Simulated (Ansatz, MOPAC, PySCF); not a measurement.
Lewis adduct: GaH3 (SMILES [GaH3]) (first 4 atoms) with C2H6O (SMILES COC); geometry from B3LYP-D3(BJ)/def2-TZVP, rigid monomers moved along the line of their centres of mass till Ga1···O6 is 2.49 Å.
(charge 0, multiplicity 1):
```xyz
13

Ga     0.71688     0.24026     0.98544
H      1.97811    -0.69683     1.11976
H     -0.60867    -0.37569     0.37691
H      0.90053     1.80568     0.93433
C     -1.10716     0.95958     3.71421
O     -0.02694     0.09555     3.35246
C     -0.17100    -1.22788     3.87403
H     -1.17685     1.02051     4.80225
H     -2.04842     0.58787     3.30050
H     -0.88289     1.93860     3.30000
H     -0.23164    -1.18600     4.96352
H      0.71059    -1.78604     3.57134
H     -1.06856    -1.70250     3.46853
```

Interaction energies are E(AB) − E(A) − E(B) at the monomers' geometry in the complex; basis-set methods are counterpoise corrected. Rows marked so take none.

Rows in 3-21G, 6-31G* carry no dispersion term and start afresh at each structure (6-31G* with six Cartesian d functions); the Pople sets are all-electron and without relativity. MP2/6-31G* freezes PySCF's default core, which leaves 3d correlated. The state that PM7 reach isn't checked; PM7 holds dispersion and hydrogen-bond terms.

The values were computed with Ansatz (a quantum-chemistry and plane-wave program); MOPAC for PM7 (differences of heats of formation); PySCF for 3-21G rows, 6-31G* rows, the dispersion terms. 

```json
[
 {"level": "PM7", "interaction energy (kcal/mol)": "-3.74"},
 {"level": "HF/3-21G (no counterpoise)", "interaction energy (kcal/mol)": "-24.18"},
 {"level": "HF/6-31G*", "interaction energy (kcal/mol)": "-13.58"},
 {"level": "HF/aug-cc-pVDZ", "interaction energy (kcal/mol)": "-12.80"},
 {"level": "PBE/def2-TZVPPD", "interaction energy (kcal/mol)": "-13.86"},
 {"level": "r2SCAN-D3(BJ)/def2-TZVPPD", "interaction energy (kcal/mol)": "-17.00"},
 {"level": "B3LYP/def2-TZVPPD", "interaction energy (kcal/mol)": "-12.92"},
 {"level": "B3LYP-D4/def2-TZVPPD", "interaction energy (kcal/mol)": "-16.49"},
 {"level": "MP2/6-31G*", "interaction energy (kcal/mol)": "(withheld)"}
]
```

Task: Some entries are withheld; supply them.

Result: 
- MP2/6-31G*, interaction energy (kcal/mol): -15.58
